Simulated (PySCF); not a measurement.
Molecule: SMILES [GeH3][SiH2][SiH2]Br. Atoms near the plane z = 0.6 Å, at the GFN2-xTB optimised geometry (x, y, z in Å): Ge1 (2.4, -0.8, 0.0), Si2 (0.0, -0.8, 0.0), Si3 (-0.8, 1.3, 0.0), Br4 (-3.0, 1.3, 0.2), H5 (3.0, -2.2, -0.2), H6 (3.0, -0.3, 1.3), H9 (-0.5, -1.6, 1.2), H11 (-0.4, 2.2, 1.1).

Level of theory: PySCF with PBE/def2-TZVP. The values are rescaled to run from 0 to 1.

```
|11111111111111111111111111111|
|11111111111111111111111111111|
|11111111111111111111111111111|
|11111111111111111111111111111|
|11111111111111111111111111111|
|11111111111111111111111111111|
|11111111111111111111111111111|
|11111111111112111111111111111|
|11111122111146311111111111111|
|11111232221279511111111111111|
|11111343232146311111111111111|
|11110322232001111111111111111|
|11111243221002211111111111111|
|11111222111123311111111111111|
|11111121111123211111243111111|
|11111111111111001222365211111|
|11111111111123102332133111111|
|11111111111147512321122111111|
|11111111111147511211122111111|
|11111111111123211111122111111|
|11111111111111111111111111111|
|11111111111111111111111111111|
|11111111111111111111111111111|
|11111111111111111111111111111|
|11111111111111111111111111111|
|11111111111111111111111111111|
|11111111111111111111111111111|
|11111111111111111111111111111|
|11111111111111111111111111111|
```
Scale: ten equal steps from 0.000 (start of '0') to 1.00 (end of '9'), in the order '0123456789'; x runs from -5.50 to 5.50, y from -5.50 (bottom) to 5.50 (top).

Question: Which quantity is mapped?
A. an orbital amplitude
B. Laplacian of the electron density
C. deformation density (molecule minus spherical neutral atoms)
D. electrostatic potential

Answer: C, deformation density (molecule minus spherical neutral atoms). In full: deformation density (molecule minus spherical neutral atoms) (e/bohr³).
